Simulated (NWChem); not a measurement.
System: C₂H₆BI; SMILES CB(C)I

Output (shortened):

```
             Northwest Computational Chemistry Package (NWChem) 7.3.0
             --------------------------------------------------------

 C2  symmetry detected

                             Geometry "geometry" -> ""
                             -------------------------

 Output coordinates in angstroms (scale by  1.889725989 to convert to a.u.)

  No.       Tag          Charge          X              Y              Z
 ---- ---------------- ---------- -------------- -------------- --------------
    1 B                    5.0000     0.00000000     0.00000000    -1.31777764
    2 I                   53.0000     0.00000000     0.00000000     0.84310736
    3 C                    6.0000     0.00723638     1.37839128    -2.05008464
    4 H                    1.0000    -1.05525964     1.64325748    -2.21748164
    5 H                    1.0000     0.46860663     1.31446147    -3.04868764
    6 H                    1.0000     0.45317290     2.20519026    -1.48122364
    7 C                    6.0000    -0.00723638    -1.37839128    -2.05008464
    8 H                    1.0000    -0.46860663    -1.31446147    -3.04868764
    9 H                    1.0000    -0.45317290    -2.20519026    -1.48122364
   10 H                    1.0000     1.05525964    -1.64325748    -2.21748164

 Effective nuclear repulsion energy (a.u.)     276.9797015915

      Symmetry information
      --------------------

 Group name             C2
 Group number              4
 Group order               2
 No. of unique centers     6

                                 NWChem DFT Module
                                 -----------------

 Summary of "ao basis" -> "ao basis" (spherical)
 ------------------------------------------------------------------------------
       Tag                 Description            Shells   Functions and Types
 ---------------- ------------------------------  ------  ---------------------
 B                          def2-svp                 6       14   3s2p1d
 I                          def2-svp                10       26   4s4p2d
 C                          def2-svp                 6       14   3s2p1d
 H                          def2-svp                 3        5   2s1p

      Symmetry analysis of basis
      --------------------------

        a          51
        b          47

            General Information
            -------------------
          SCF calculation type: DFT
          Wavefunction type:  closed shell.
          No. of atoms     :    10
          No. of electrons :    48
           Alpha electrons :    24
            Beta electrons :    24
          Charge           :     0
          Spin multiplicity:     1
          Use of symmetry is: on ; symmetry adaption is: on
          Maximum number of iterations: 150
          AO basis - number of functions:    98
                     number of shells:    46
          Convergence on energy requested:  1.00D-06
          Convergence on density requested:  1.00D-05
          Convergence on gradient requested:  5.00D-04

              XC Information
              --------------
                         MN15 Method XC Functional
                     Hartree-Fock (Exact) Exchange  0.440
                          MN15 Exchange Functional  1.000
                        MN15 Correlation Potential  1.000

             Grid Information
             ----------------
          Grid used for XC integration:  medium
          Radial quadrature: Mura-Knowles
          Angular quadrature: Lebedev.
          Tag              B.-S. Rad. Rad. Pts. Rad. Cut. Ang. Pts.
          ---              ---------- --------- --------- ---------
          B                   0.85       49           8.0       434
          I                   1.40      123          11.0       590
          C                   0.70       49          10.0       434
          H                   0.35       45          11.0       434
          Grid pruning is: on
          Number of quadrature shells:   356
          Spatial weights used:  Erf1

      Superposition of Atomic Density Guess
      -------------------------------------

 Sum of atomic energies:        -449.87640965

      Non-variational initial energy
      ------------------------------

 Total energy =    -401.452957
 1-e energy   =    -976.743207
 2-e energy   =     412.563795
 HOMO         =      -0.330706
 LUMO         =       0.004216

      Symmetry analysis of molecular orbitals - initial
      -------------------------------------------------

  Numbering of irreducible representations:

     1 a           2 b

  Orbital symmetries:

[...]

                         DFT ENERGY GRADIENTS

    atom               coordinates                        gradient
                 x          y          z           x          y          z
   1 B       0.000000   0.000000  -2.490239    0.000000   0.000000   0.000035
   2 I       0.000000   0.000000   1.593242    0.000000   0.000000   0.000499
   3 C       0.013675   2.604782  -3.874098   -0.000698  -0.000203   0.000406
   4 H      -1.994152   3.105306  -4.190433   -0.000084   0.000411  -0.000172
   5 H       0.885538   2.483972  -5.761184    0.000306   0.000132  -0.000241
   6 H       0.856373   4.167205  -2.799107    0.000219   0.000370  -0.000260
   7 C      -0.013675  -2.604782  -3.874098    0.000698   0.000203   0.000406
   8 H      -0.885538  -2.483972  -5.761184   -0.000306  -0.000132  -0.000241
   9 H      -0.856373  -4.167205  -2.799107   -0.000219  -0.000370  -0.000260
  10 H       1.994152  -3.105306  -4.190433    0.000084  -0.000411  -0.000172
```

Level: MN15/def2-SVP with def2 effective core potentials on I. Structure relaxed at the PBE0/def2-SVP level. Not confirmed as a minimum by frequencies. def2 effective core potentials on I; no spin-orbit coupling.

### Question
Write an input that gives this output.

### Answer
One answer among several that fit: the input that was run:
```
start job
memory heap 200 mb stack 900 mb global 1100 mb
geometry units angstroms noautoz
  B      0.000000     0.000000    -1.298054
  I      0.000000     0.000000     0.862831
  C      0.061626     1.377032    -2.030361
  H     -0.989590     1.683621    -2.197758
  H      0.520114     1.294945    -3.028964
  H      0.539843     2.185589    -1.461500
  C     -0.061626    -1.377032    -2.030361
  H     -0.520114    -1.294945    -3.028964
  H     -0.539843    -2.185589    -1.461500
  H      0.989590    -1.683621    -2.197758
end
basis spherical
  * library def2-svp
end
ecp
  I library def2-ecp
end
dft
  xc mn15
  iterations 150
  mulliken
end
task dft gradient
```
